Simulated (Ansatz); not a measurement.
`[OH][SnH2][OH]` + `C[SiH3]` → `[OH][SnH2][CH2][SiH3]` + H₂O  (formal exchange of groups at the Sn–O bond)

Gas-phase electronic energies from Ansatz, PBE0-D4/def2-TZVP geometries. CCSD(T)/CBS adds triple-zeta CCSD(T) − MP2 to the extrapolated MP2 energy (def2 sets, frozen cores). This one scheme is used for every species. Functionals use def2-TZVPP. Elements past krypton have def2 core potentials. For Sn outer-core shells are correlated without core-valence functions, which leaves a few kJ/mol of doubt a bond. One conformer a species, not always the lowest.

`[OH][SnH2][OH]`:

```xyz
7

O    -1.070   -0.618    1.145
Sn    0.504   -0.287    0.021
O     0.059    1.194   -1.187
H    -1.319    0.138    1.681
H     1.807    0.319    0.929
H     0.703   -1.748   -0.823
H    -0.683    1.002   -1.766
```

`C[SiH3]`:

Z-matrix (Å, degrees):
```
C
Si 1 1.871
H 1 1.092 2 110.8
H 1 1.092 2 110.8 3 -120.0
H 1 1.092 2 110.8 3 120.0
H 2 1.488 1 110.7 3 -179.9
H 2 1.488 1 110.7 3 -59.9
H 2 1.488 1 110.7 3 60.1
```

`[OH][SnH2][CH2][SiH3]`:

Z-matrix (Å, degrees):
```
Sn
C 1 2.145
O 1 1.971 2 106.9
H 1 1.713 2 111.3 3 -118.7
H 1 1.703 2 113.1 3 112.8
Si 2 1.864 1 113.0 3 64.8
H 2 1.093 1 106.4 3 -56.9
H 2 1.094 1 108.4 3 -172.6
H 3 0.960 1 113.1 2 -62.3
H 6 1.488 2 109.9 1 65.7
H 6 1.488 2 112.4 1 -173.4
H 6 1.490 2 110.0 1 -52.9
```

H₂O:

Z-matrix (Å, degrees):
```
O
H 1 0.960
H 1 0.960 2 105.1
```

```csv
level,ΔE (kJ/mol),difference from CCSD(T)/CBS
PBE-D4,38.1,6.0
r2SCAN-D4,43.8,11.7
PBE0-D4,33.8,1.7
ωB97X-V,42.9,10.8
B2PLYP,46.7,14.6
SCS-MP2/def2-TZVPP,37.7,5.6
CCSD/def2-TZVPP,34.8,2.7
CCSD(T)/def2-TZVPP,33.1,1.0
SCS-MP2/def2-QZVPP,37.4,5.3
MP2/CBS(def2),29.8,-2.3
CCSD(T)/CBS,32.1,0
```

Largest T1 diagnostic among the species: 0.014.

From PBE to PBE0 (25 % exact exchange), in def2-TZVPP and without D4, ΔE moves by −4.8 kJ/mol. In def2-TZVPP, CCSD(T) changes the Hartree–Fock value by −20.7 kJ/mol (the triples alone add −1.7 kJ/mol) and MP2 by −22.9 kJ/mol. The D4 term adds −9.9 kJ/mol with B3LYP and −5.7 kJ/mol with PBE0; it sums over pairs of atoms, weighted by their polarisabilities, and B3LYP, whose exchange is more repulsive, gets the larger term.

B3LYP here is the variant with VWN-RPA as its local correlation; programs differ in this.
